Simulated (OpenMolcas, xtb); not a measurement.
# How methods differ on C2H2Cl2Si (SMILES C#C[SiH](Cl)Cl)

The species is C2H2Cl2Si (7 atoms), meant as a singlet with charge 0. SMILES: `C#C[SiH](Cl)Cl`. Geometry: relaxed at PBE0-D4/def2-TZVP.

Each level gives the HOMO–LUMO gap (eV). The values are calculated.

| level | kind | program | value (eV) | CPU time |
| --- | --- | --- | --- | --- |
| GFN2-xTB | semi-empirical | xtb | 5.08 | under 2 s |
| HF/def2-SVP | Hartree–Fock | OpenMolcas | 14.67 | 8.7 s |
| SVWN5/def2-SVP | LDA | OpenMolcas | 5.73 | 17 s |
| PBE/def2-SVP | GGA | OpenMolcas | 5.82 | 24 s |
| TPSS/def2-SVP | meta-GGA | OpenMolcas | 6.05 | 31 s |
| r2SCAN/def2-SVP | meta-GGA | OpenMolcas | 6.34 | 27 s |
| M06-2X/def2-SVP | hybrid meta-GGA | OpenMolcas | 10.25 | 26 s |
| PBE0/def2-SVP | global hybrid | OpenMolcas | 8.05 | 24 s |
| B2PLYP/def2-SVP | double hybrid | OpenMolcas | 10.53 | 15 s |

The values span 5.08 to 14.67 eV. Orbital gaps aren't excitation energies, and those of double hybrids come from the SCF part alone; they tend to grow with the share of exact exchange. Times are those of the runs behind each value, whatever else they computed, on shared processors of several kinds: orders of magnitude only.
